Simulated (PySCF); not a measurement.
## Cd²⁺ (cadmium, charge +2): UHF calculation

Configuration: [Kr] 4d9 5p1, one real determinant (an excited configuration). Calculation: PySCF 2.14, in x2c-TZVPPall; scalar relativity by spin-free X2C-1e.

- Total energy: -5589.873288 hartree
- One-electron energy: -7663.6370 hartree
- Hartree (Coulomb) energy: 2226.5925 hartree
- Exchange energy: -152.8288 hartree
- ⟨S²⟩: 2.0018
- ⟨L²⟩: 8.025
- Sum of ⟨r⟩: 28.46 bohr
- Sum of ⟨r²⟩: 35.90 bohr²
- Traceless quadrupole moment −½Σ⟨3z² − r²⟩ along its main axis: -3.54 e·bohr²
- Langevin diamagnetic susceptibility: -28.4 ×10⁻⁶ cm³/mol

```csv
shell,electrons,mean orbital energy (eV),spread (eV),"rms radius, mean of both spins (bohr)"
1s α,1,-26869.7,0,0.0348
1s β,1,-26869.7,0,0.0348
2s α,1,-4099.1,0,0.142
2s β,1,-4098.6,0,0.142
2p α,3,-3675.4,0.478,0.127
2p β,3,-3675.0,0.114,0.127
3s α,1,-823.47,0,0.381
3s β,1,-823.21,0,0.381
3p α,3,-680.85,0.857,0.383
3p β,3,-680.53,0.424,0.383
3d α,5,-457.30,0.903,0.364
3d β,5,-456.72,1.425,0.364
4s α,1,-155.57,0,0.938
4s β,1,-153.27,0,0.938
4p α,3,-111.37,1.878,1.02
4p β,3,-108.55,1.902,1.02
4d α,5,-45.078,1.940,1.30
4d β,4,-43.819,0.860,1.30
5p α,1,-19.685,0,3.15
```

⟨L²⟩ = 8.03 against 12 for a pure F term, so this real determinant mixes terms.

Densities and radii are taken from the X2C orbitals without a picture-change correction, which distorts them close to the nucleus.

Spin-orbit constants ζ (cm⁻¹) from the X2C one-electron operator on these orbitals: bare nucleus, nucleus screened by l(l+1)(2l+1)/3 electrons, and screened by the Breit-Pauli mean field of the electrons.

```tsv
shell	bare	screened nucleus	mean field
2p	1034000	990700	971700
3p	187200	179400	175400
3d	28000	22170	21250
4p	30180	28920	28210
4d	3030	2399	2247
5p	2421	2320	2258
```

To first order the Landé constant is A = -372.7 cm⁻¹, so the lowest level has J = 4 and lies 0.139 eV below the centre of the term. This holds in LS coupling only.
